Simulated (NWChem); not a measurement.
System: CAgClO; SMILES [C-](#[O+])->[Ag][Cl]

Input file for NWChem:

```
start job
memory heap 200 mb stack 900 mb global 1100 mb
geometry units angstroms noautosym nocenter noautoz
  Ag    -0.001951     0.015448     0.000000
  Cl     0.002668    -2.251792     0.000000
  O      0.004174     3.130505     0.000000
  C     -0.000355     1.985664     0.000000
end
basis spherical
  Ag library def2-svp
  Cl library def2-svp
  O library def2-svp
  C library def2-svp
end
ecp
  Ag library def2-ecp
end
dft
  xc hfexch
  iterations 150
end
tddft
  cis
  nroots 6
  notriplet
end
task tddft energy
```

Output (shortened):

```
             Northwest Computational Chemistry Package (NWChem) 7.3.0
             --------------------------------------------------------

                             Geometry "geometry" -> ""
                             -------------------------

 Output coordinates in angstroms (scale by  1.889725989 to convert to a.u.)

  No.       Tag          Charge          X              Y              Z
 ---- ---------------- ---------- -------------- -------------- --------------
    1 Ag                  47.0000    -0.00195100     0.01544800     0.00000000
    2 Cl                  17.0000     0.00266800    -2.25179200     0.00000000
    3 O                    8.0000     0.00417400     3.13050500     0.00000000
    4 C                    6.0000    -0.00035500     1.98566400     0.00000000

 Effective nuclear repulsion energy (a.u.)     374.3989193386

 Summary of "ao basis" -> "ao basis" (spherical)
 ------------------------------------------------------------------------------
       Tag                 Description            Shells   Functions and Types
 ---------------- ------------------------------  ------  ---------------------
 Ag                         def2-svp                11       31   5s3p2d1f
 Cl                         def2-svp                 8       18   4s3p1d
 O                          def2-svp                 6       14   3s2p1d
 C                          def2-svp                 6       14   3s2p1d

            General Information
            -------------------
          SCF calculation type: DFT
          Wavefunction type:  closed shell.
          No. of atoms     :     4
          No. of electrons :    50
           Alpha electrons :    25
            Beta electrons :    25
          Charge           :     0
          Spin multiplicity:     1
          Use of symmetry is: off; symmetry adaption is: off
          Maximum number of iterations: 150
          AO basis - number of functions:    77
                     number of shells:    31
          Convergence on energy requested:  1.00D-06
          Convergence on density requested:  1.00D-05
          Convergence on gradient requested:  5.00D-04

              XC Information
              --------------
                     Hartree-Fock (Exact) Exchange  1.000

      Superposition of Atomic Density Guess
      -------------------------------------

 Sum of atomic energies:        -739.29602359

      Non-variational initial energy
      ------------------------------

 Total energy =    -718.223439
 1-e energy   =   -1405.662394
 2-e energy   =     507.314196
 HOMO         =      -0.429949
 LUMO         =      -0.021292

   convergence    iter        energy       DeltaE   RMS-Dens  Diis-err
 ---------------- ----- ----------------- --------- --------- ---------
 d= 0,ls=0.0,diis     1   -717.9890989106 -8.98D+02  1.52D-02  9.46D-01
 d= 0,ls=0.0,diis     2   -718.0739084583 -8.48D-02  6.19D-03  5.22D-01
 d= 0,ls=0.0,diis     3   -718.1246487682 -5.07D-02  1.24D-03  1.02D-02
 d= 0,ls=0.0,diis     4   -718.1261029213 -1.45D-03  5.43D-04  1.58D-03
 d= 0,ls=0.0,diis     5   -718.1263391965 -2.36D-04  1.90D-04  1.44D-04
  Resetting Diis
 d= 0,ls=0.0,diis     6   -718.1263625777 -2.34D-05  7.07D-05  1.46D-05
 d= 0,ls=0.0,diis     7   -718.1263652930 -2.72D-06  1.23D-05  5.42D-07
 d= 0,ls=0.0,diis     8   -718.1263654106 -1.18D-07  5.24D-06  9.93D-08

         Total DFT energy =     -718.126365410580
      One electron energy =    -1409.146057753508
           Coulomb energy =      565.125882132411
    Exchange-Corr. energy =      -54.230949648635
 Nuclear repulsion energy =      180.124759859152

 Numeric. integr. density =        0.000000000000

                       DFT Final Molecular Orbital Analysis
                       ------------------------------------

 Vector   23  Occ=2.000000D+00  E=-3.942695D-01
              MO Center=  1.6D-03, -1.7D+00, -3.0D-15, r^2= 2.2D+00
   Bfn.  Coefficient  Atom+Function         Bfn.  Coefficient  Atom+Function
  ----- ------------  ---------------      ----- ------------  ---------------
    43      0.537367  2 Cl py                 4      0.404756  1 Ag s
    40      0.378360  2 Cl py                19      0.292241  1 Ag d  2
    37      0.224007  2 Cl py                 2     -0.195541  1 Ag s
    17      0.168727  1 Ag d  0               3     -0.125559  1 Ag s
     7      0.104149  1 Ag py                 1      0.098959  1 Ag s

[...]

                                NWChem TDDFT Module
                                -------------------

            General Information
            -------------------
           No. of orbitals :     154
            Alpha orbitals :      77
             Beta orbitals :      77
        Alpha frozen cores :       0
         Beta frozen cores :       0
     Alpha frozen virtuals :       0
      Beta frozen virtuals :       0
         Spin multiplicity :       1
    Number of AO functions :      77
        Use of symmetry is : off
      Symmetry adaption is : off
         Schwarz screening :  0.10D-07

              XC Information
              --------------
              Hartree-Fock (Exact) Exchange   1.00

             TDDFT Information
             -----------------
          Calculation type : CIS
         Wavefunction type : Restricted singlets
          No. of electrons :      50
           Alpha electrons :      25
            Beta electrons :      25
              No. of roots :       6
          Max subspacesize :    5200
            Max iterations :     100
               Target root :       1
           Target symmetry : none
      Symmetry restriction : off
                 Algorithm : Optimal
        Davidson threshold :  0.10D-03

    6 smallest eigenvalue differences (eV)
--------------------------------------------------------
  No. Spin  Occ  Vir  Irrep   E(Occ)    E(Vir)   E(Diff)
--------------------------------------------------------
    1    1   25   26 a        -0.376     0.030    11.068
    2    1   24   26 a        -0.376     0.030    11.068
    3    1   25   27 a        -0.376     0.030    11.068
    4    1   24   27 a        -0.376     0.030    11.068
    5    1   23   26 a        -0.394     0.030    11.556
    6    1   23   27 a        -0.394     0.030    11.556
--------------------------------------------------------

  Entering Davidson iterations
  Restricted singlet excited states

  Iter   NTrls   NConv    DeltaV     DeltaE      Time
  ----  ------  ------  ---------  ---------  ---------
    1      6       0     0.80E-01   0.10+100        5.6
    2     12       0     0.49E-01   0.14E-01        6.0
    3     18       0     0.34E-01   0.72E-02        5.7
    4     24       0     0.28E-01   0.25E-02        5.5
    5     30       0     0.91E-02   0.70E-03        6.1
    6     36       0     0.44E-02   0.11E-03        5.9
    7     42       0     0.22E-02   0.19E-04        6.0
    8     48       3     0.22E-02   0.16E-04        5.7
    9     51       3     0.91E-03   0.53E-05        5.1
   10     54       3     0.38E-03   0.79E-06        5.7
   11     57       5     0.14E-03   0.72E-07        5.5
   12     58       6     0.98E-04   0.18E-07        5.4
  ----  ------  ------  ---------  ---------  ---------
  Convergence criterion met

  Ground state a        -718.126365410580 a.u.

  ----------------------------------------------------------------------------
  Root   1 singlet a              0.241276527 a.u.                6.5655 eV
  ----------------------------------------------------------------------------
     Transition Moments    X -0.00000   Y  0.00000   Z -0.76557
     Dipole Oscillator Strength                    0.0942748620
     Electric Quadrupole                           0.0000000334
     Magnetic Dipole                               0.0000000701
     Total Oscillator Strength                     0.0942749655

     Occ.   22  a   ---  Virt.   26  a        0.38536
     Occ.   22  a   ---  Virt.   30  a       -0.13373
     Occ.   23  a   ---  Virt.   26  a        0.89785
     Occ.   23  a   ---  Virt.   34  a        0.06456
     Occ.   24  a   ---  Virt.   28  a       -0.07307
     Occ.   24  a   ---  Virt.   31  a        0.06665
  ----------------------------------------------------------------------------
  Root   2 singlet a              0.241276635 a.u.                6.5655 eV
  ----------------------------------------------------------------------------
     Transition Moments    X -0.76553   Y  0.00091   Z  0.00000
     Dipole Oscillator Strength                    0.0942656429
     Electric Quadrupole                           0.0000000334
     Magnetic Dipole                               0.0000000701
     Total Oscillator Strength                     0.0942657464

     Occ.   22  a   ---  Virt.   27  a        0.38536
     Occ.   22  a   ---  Virt.   29  a       -0.13371
     Occ.   23  a   ---  Virt.   27  a        0.89786
     Occ.   23  a   ---  Virt.   35  a        0.06457
     Occ.   25  a   ---  Virt.   28  a       -0.07314
     Occ.   25  a   ---  Virt.   31  a        0.06664
  ----------------------------------------------------------------------------
  Root   3 singlet a              0.244164882 a.u.                6.6441 eV
  ----------------------------------------------------------------------------
     Transition Moments    X  0.00578   Y -0.00000   Z  0.00000
     Dipole Oscillator Strength                    0.0000054368
     Electric Quadrupole                           0.0000000775
     Magnetic Dipole                               0.0000000000
     Total Oscillator Strength                     0.0000055143

[...]
```

Level: Hartree-Fock/def2-SVP with def2 effective core potentials on Ag, CIS. Geometry: optimised at PBE-D3(BJ)/def2-SVP. def2 effective core potentials on Ag; no spin-orbit coupling.
